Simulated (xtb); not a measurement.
Input file for xtb: GFN2-xTB on SeH, 2S+1 = 2, a point of a bond scan (R = 2.950 Å).

```
$ xtb mol.xyz --gfn 2 --sp --chrg 0 --uhf 1
2

Se    -0.00000000    -0.00000000    -0.04214023
H      0.00000000     0.00000000     2.90767557
```

It printed:

```
[...]
           -------------------------------------------------
          |                Calculation Setup                |
           -------------------------------------------------



molecular fragmentation (1/2 indicates fragments):
12
# atoms in fragment 1/2:     1     1
 fragment masses (1/2) :       78.96        1.01
CMA distance (Bohr)    :   5.574
constraining FC (au)   :  0.0500

           -------------------------------------------------
          |                 G F N 2 - x T B                 |
           -------------------------------------------------

        Reference                      10.1021/acs.jctc.8b01176
      * Hamiltonian:
        H0-scaling (s, p, d)           1.850000    2.230000    2.230000
        zeta-weighting                 0.500000
      * Dispersion:
        s8                             2.700000
        a1                             0.520000
        a2                             5.000000
        s9                             5.000000
      * Repulsion:
        kExp                           1.500000    1.000000
        rExp                           1.000000
      * Coulomb:
        alpha                          2.000000
        third order                    shell-resolved
        anisotropic                    true
        a3                             3.000000
        a5                             4.000000
        cn-shift                       1.200000
        cn-exp                         4.000000
        max-rad                        5.000000


          ...................................................
          :                      SETUP                      :
          :.................................................:
          :  # basis functions                  11          :
          :  # atomic orbitals                  10          :
          :  # shells                            4          :
          :  # electrons                         7          :
          :  max. iterations                   250          :
          :  Hamiltonian                  GFN2-xTB          :
          :  restarted?                      false          :
          :  GBSA solvation                  false          :
          :  PC potential                    false          :
          :  electronic temp.          300.0000000     K    :
          :  accuracy                    1.0000000          :
          :  -> integral cutoff          0.2500000E+02      :
          :  -> integral neglect         0.1000000E-07      :
          :  -> SCF convergence          0.1000000E-05 Eh   :
          :  -> wf. convergence          0.1000000E-03 e    :
          :  Broyden damping             0.4000000          :
          :  net charge                          0          :
          :  unpaired electrons                  1          :
          ...................................................

 iter      E             dE          RMSdq      gap      omega  full diag
   1     -3.4356001 -0.343560E+01  0.134E+01    0.12       0.0  T
   2     -3.3533268  0.822733E-01  0.156E+01    2.29       1.0  T
   3     -3.5171698 -0.163843E+00  0.719E+00    0.49       1.0  T
   4     -3.5223635 -0.519376E-02  0.644E+00    0.46       1.0  T
   5     -3.5379339 -0.155704E-01  0.149E+00    0.35       1.0  T
   6     -3.5372666  0.667357E-03  0.206E+00    0.30       1.0  T
   7     -3.5388418 -0.157523E-02  0.635E-01    0.31       1.0  T
   8     -3.5381697  0.672076E-03  0.137E+00    0.35       1.0  T
   9     -3.5389467 -0.776996E-03  0.516E-01    0.34       1.0  T
  10     -3.5390694 -0.122638E-03  0.117E-01    0.33       1.0  T
  11     -3.5390762 -0.679656E-05  0.126E-02    0.33       5.6  T
  12     -3.5390762 -0.755506E-07  0.413E-03    0.33      17.1  T
  13     -3.5390763 -0.850036E-08  0.623E-04    0.33     113.5  T
  14     -3.5390763 -0.132170E-09  0.110E-04    0.33     643.0  T

   *** convergence criteria satisfied after 14 iterations ***

         #    Occupation            Energy/Eh            Energy/eV
      -------------------------------------------------------------
         1        2.0000           -0.7513969             -20.4466
         2        2.0000           -0.4078861             -11.0991
         3        1.4987           -0.3951907             -10.7537
         4        1.4987           -0.3951907             -10.7537 (HOMO)
         5        0.0025           -0.3831560             -10.4262 (LUMO)
         6                         -0.0003382              -0.0092
         7                         -0.0003382              -0.0092
         8                          0.0016177               0.0440
         9                          0.0016177               0.0440
        10                          0.0415468               1.1305
      -------------------------------------------------------------
                  HL-Gap            0.0120347 Eh            0.3275 eV
             Fermi-level           -0.3920171 Eh          -10.6673 eV

 SCC (total)                   0 d,  0 h,  0 min,  0.001 sec
 SCC setup                      ...        0 min,  0.000 sec (  5.291%)
 Dispersion                     ...        0 min,  0.000 sec (  1.220%)
 classical contributions        ...        0 min,  0.000 sec (  1.274%)
 integral evaluation            ...        0 min,  0.000 sec ( 11.190%)
 iterations                     ...        0 min,  0.001 sec ( 70.320%)
 molecular gradient             ...        0 min,  0.000 sec (  6.863%)
 printout                       ...        0 min,  0.000 sec (  3.350%)

         :::::::::::::::::::::::::::::::::::::::::::::::::::::
         ::                     SUMMARY                     ::
         :::::::::::::::::::::::::::::::::::::::::::::::::::::
         :: total energy              -3.539076252124 Eh    ::
         :: gradient norm              0.035290661160 Eh/a0 ::
         :: HOMO-LUMO gap              0.327479640634 eV    ::
         ::.................................................::
         :: SCC energy                -3.539076254132 Eh    ::
         :: -> isotropic ES            0.000074288694 Eh    ::
         :: -> anisotropic ES          0.000393866013 Eh    ::
         :: -> anisotropic XC          0.000658224932 Eh    ::
         :: -> dispersion             -0.000348815549 Eh    ::
         :: repulsion energy           0.000000002008 Eh    ::
         :: add. restraining           0.000000000000 Eh    ::
         :: total charge              -0.000000000000 e     ::
         :::::::::::::::::::::::::::::::::::::::::::::::::::::

           -------------------------------------------------
          |                Property Printout                |
           -------------------------------------------------

    * Orbital Energies and Occupations

         #    Occupation            Energy/Eh            Energy/eV
      -------------------------------------------------------------
         1        2.0000           -0.7513969             -20.4466
         2        2.0000           -0.4078861             -11.0991
         3        1.4987           -0.3951907             -10.7537
         4        1.4987           -0.3951907             -10.7537 (HOMO)
         5        0.0025           -0.3831560             -10.4262 (LUMO)
         6                         -0.0003382              -0.0092
         7                         -0.0003382              -0.0092
         8                          0.0016177               0.0440
         9                          0.0016177               0.0440
        10                          0.0415468               1.1305
      -------------------------------------------------------------
                  HL-Gap            0.0120347 Eh            0.3275 eV
             Fermi-level           -0.3920171 Eh          -10.6673 eV
Note: The following floating-point exceptions are signalling: IEEE_DENORMAL
normal termination of xtb

     #   Z          covCN         q      C6AA      α(0)
     1  34 Se       0.000    -0.023   215.498    25.767
     2   1 H        0.000     0.023     6.689     4.729

 Mol. C6AA /au·bohr⁶  :        297.980884
 Mol. C8AA /au·bohr⁸  :      17636.848348
 Mol. α(0) /au        :         30.496571


Wiberg/Mayer (AO) data.
largest (>0.10) Wiberg bond orders for each atom

 ---------------------------------------------------------------------------
     #   Z sym  total        # sym  WBO       # sym  WBO       # sym  WBO
 ---------------------------------------------------------------------------
     1  34 Se   0.997 --     2 H    0.997
     2   1 H    0.997 --     1 Se   0.997
 ---------------------------------------------------------------------------

Topologies differ in total number of bonds
Writing topology from bond orders to xtbtopo.mol

molecular dipole:
                 x           y           z       tot (Debye)
 q only:        0.000       0.000       0.130
   full:       -0.000      -0.000      -0.120       0.304
molecular quadrupole (traceless):
                xx          xy          yy          xz          yz          zz
 q only:       -0.351       0.000      -0.351       0.000       0.000       0.702
  q+dip:       -1.132       0.000      -1.132      -0.000      -0.000       2.263
   full:       -1.025      -0.000      -1.025      -0.000      -0.000       2.049


           -------------------------------------------------
          | TOTAL ENERGY               -3.539076252124 Eh   |
          | GRADIENT NORM               0.035290661160 Eh/α |
          | HOMO-LUMO GAP               0.327479640634 eV   |
           -------------------------------------------------

------------------------------------------------------------------------
------------------------------------------------------------------------
 total:
 SCF:
```

The run finished.

Cost: about 0.020 core-seconds (a rough figure).
